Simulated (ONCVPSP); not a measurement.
u(r) = r·R(r): atom against pseudo-atom (Au)

Columns: radius, all-electron u(r) and pseudo u(r) of the 5s shell (level -108.37 eV) of gold in the configuration [Kr] 4d10 4f14 5s2 5p6 5d10 6s1; PBE, scalar-relativistic, ONCV scheme, ONCVPSP 4.0.1.

| r (bohr) | all-electron | pseudo |
| --- | --- | --- |
| 0.085 | 0.0766 | 0.1455 |
| 0.170 | 0.3341 | 0.2925 |
| 0.255 | -0.4397 | 0.4410 |
| 0.340 | -0.6850 | 0.5888 |
| 0.425 | -0.3417 | 0.7308 |
| 0.510 | 0.2034 | 0.8598 |
| 0.595 | 0.6912 | 0.9675 |
| 0.680 | 1.0249 | 1.0463 |
| 0.765 | 1.1994 | 1.0903 |
| 0.850 | 1.2477 | 1.0974 |
| 0.935 | 1.2080 | 1.0687 |
| 1.020 | 1.1152 | 1.0089 |
| 1.105 | 0.9955 | 0.9254 |
| 1.190 | 0.8670 | 0.8267 |
| 1.275 | 0.7414 | 0.7213 |
| 1.360 | 0.6250 | 0.6167 |
| 1.445 | 0.5211 | 0.5185 |
| 1.530 | 0.4308 | 0.4302 |
| 1.615 | 0.3535 | 0.3534 |
| 1.700 | 0.2885 | 0.2884 |
| 1.785 | 0.2343 | 0.2343 |
| 1.870 | 0.1896 | 0.1896 |
| 1.955 | 0.1530 | 0.1529 |
| 2.040 | 0.1230 | 0.1230 |
| 2.125 | 0.0987 | 0.0987 |
| 2.210 | 0.0791 | 0.0791 |

Question: How many radial nodes do the two functions have?

Answer: The all-electron 5s function has n − l − 1 = 4 (the table is too coarse to show those close to the nucleus); the pseudo-wave has 0, since the states of the same l below it are removed with the core.

Question: At about which radius was the pseudo-wave matched?

Answer: 1.70 bohr, where the columns begin to agree (steps of 0.09 bohr).

Question: Is the pseudo-wave norm-conserving?

Answer: Yes: the ONCV scheme keeps the norm inside the radius equal to the all-electron one, which fixes the energy derivative of the logarithmic derivative at the level.
